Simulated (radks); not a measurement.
The numbers below are computed, except where a source is named.
Kr XIII, 24 electrons, occupied as [Ne] 3s1 3p6 3d7 (not the ground configuration).

Level of theory: scalar-relativistic Kohn-Sham, LDA (Slater exchange, Perdew-Wang correlation), spin-polarised, spherical densities, finite nucleus; open shells are filled with parallel spins first; Fermi nuclear charge, rms radius 4.1884 fm (a radial shooting solver on a logarithmic mesh with Libxc functionals).

Energy parts (eV):
part                       energy
total                  -73982.421
kinetic                 75689.706
electron-nucleus      -170886.953
Hartree                 23462.977
exchange-correlation    -2248.151

Orbitals (lengths in bohr, moments of r in powers of bohr; <r^-3> diverges for s and p1/2; r(max) is where P^2 peaks; r(90%) holds 90 % of the orbital's charge):
| orbital | occ. | eigenvalue (eV) | <r^-3> | <r^2> | r(max) | r(90%) |
|---|---|---|---|---|---|---|
| 1s up | 1 | -14467.01 | - | 0.002323 | 0.02711 | 0.0743 |
| 1s down | 1 | -14465.67 | - | 0.002323 | 0.02711 | 0.0743 |
| 2s up | 1 | -2189.142 | - | 0.03969 | 0.1544 | 0.284 |
| 2s down | 1 | -2183.787 | - | 0.03960 | 0.1543 | 0.283 |
| 2p up | 3 | -1975.666 | 1497 | 0.03130 | 0.1233 | 0.261 |
| 2p down | 3 | -1971.332 | 1500 | 0.03120 | 0.1233 | 0.260 |
| 3s up | 1 | -559.1406 | - | 0.2929 | 0.4566 | 0.745 |
| 3s down | 0 | -550.8709 | - | 0.2953 | 0.4574 | 0.749 |
| 3p up | 3 | -490.1943 | 255.4 | 0.2973 | 0.4488 | 0.761 |
| 3p down | 3 | -482.0077 | 252.2 | 0.3004 | 0.4498 | 0.766 |
| 3d up | 5 | -378.1684 | 33.73 | 0.2780 | 0.3847 | 0.765 |
| 3d down | 2 | -369.6653 | 33.41 | 0.2830 | 0.3858 | 0.773 |

The highest occupied level is 3d down at -369.67 eV. The configuration is held as typed, so some empty levels lie below it. Spin moment in Bohr magnetons: 4. The electron density at the nucleus is 4.95e+04 e/bohr^3 (large components only). Summed over all electrons, <r^2> = 4.314 bohr^2, which gives a Langevin (diamagnetic) susceptibility term of -3.42 x 10^-6 cm^3/mol. The spin density at the nucleus is 414.0 e/bohr^3 (1s 1.7, 2s -5.4, 3s 417.7).
